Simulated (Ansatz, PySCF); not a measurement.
Hf(Cl)3(NH2) (Cl3H2HfN), SMILES [NH2][Hf]([Cl])([Cl])[Cl], multiplicity 1. Atoms are numbered in the order given.

```xyz
7

Hf     0.0162    -0.0204    -0.1357
Cl    -0.1880     1.3650     1.7693
Cl     1.9652    -1.3352     0.0377
Cl    -1.9837    -1.2222    -0.4716
N      0.2574     1.1428    -1.7515
H      1.1503     1.4869    -2.1069
H     -0.4947     1.5255    -2.3255
```

Geometry optimised at B3LYP-D3(BJ)/def2-SVP. The spin state was assumed, not searched. The structure was generated by enumeration; whether it is a known compound was not checked. The def2 effective core potentials stand for the cores of Hf; spin–orbit coupling is left out. One conformer was computed; it need not be the lowest.

Two levels are set side by side: PBE-D3(BJ)/def2-SVP (Ansatz, a quantum-chemistry and plane-wave program) and B3LYP-D3(BJ)/def2-SVP (Ansatz). Each level has its own optimised geometry; the coordinates shown are those of the second. Frequencies come from the Hessian of PySCF at each geometry. Differences are taken from unrounded values.

```json
[
 {"quantity": "mean bond length (Å)", "B3LYP-D3(BJ)": "1.854", "PBE-D3(BJ)": "1.856", "PBE-D3(BJ) minus B3LYP-D3(BJ)": "0.001"},
 {"quantity": "bond Hf1–Cl2 (Å)", "B3LYP-D3(BJ)": "2.364", "PBE-D3(BJ)": "2.362", "PBE-D3(BJ) minus B3LYP-D3(BJ)": "-0.003"},
 {"quantity": "bond Hf1–Cl3 (Å)", "B3LYP-D3(BJ)": "2.357", "PBE-D3(BJ)": "2.355", "PBE-D3(BJ) minus B3LYP-D3(BJ)": "-0.002"},
 {"quantity": "bond Hf1–Cl4 (Å)", "B3LYP-D3(BJ)": "2.357", "PBE-D3(BJ)": "2.355", "PBE-D3(BJ) minus B3LYP-D3(BJ)": "-0.002"},
 {"quantity": "bond Hf1–N5 (Å)", "B3LYP-D3(BJ)": "2.005", "PBE-D3(BJ)": "2.006", "PBE-D3(BJ) minus B3LYP-D3(BJ)": "0.001"},
 {"quantity": "bond N5–H6 (Å)", "B3LYP-D3(BJ)": "1.021", "PBE-D3(BJ)": "1.027", "PBE-D3(BJ) minus B3LYP-D3(BJ)": "0.007"},
 {"quantity": "bond N5–H7 (Å)", "B3LYP-D3(BJ)": "1.021", "PBE-D3(BJ)": "1.027", "PBE-D3(BJ) minus B3LYP-D3(BJ)": "0.007"},
 {"quantity": "highest harmonic wavenumber (cm⁻¹)", "B3LYP-D3(BJ)": "3602", "PBE-D3(BJ)": "3539", "PBE-D3(BJ) minus B3LYP-D3(BJ)": "-63"},
 {"quantity": "mean harmonic wavenumber (cm⁻¹)", "B3LYP-D3(BJ)": "802", "PBE-D3(BJ)": "783", "PBE-D3(BJ) minus B3LYP-D3(BJ)": "-19"},
 {"quantity": "zero-point energy (kcal/mol)", "B3LYP-D3(BJ)": "17.19", "PBE-D3(BJ)": "16.78", "PBE-D3(BJ) minus B3LYP-D3(BJ)": "-0.40"}
]
```
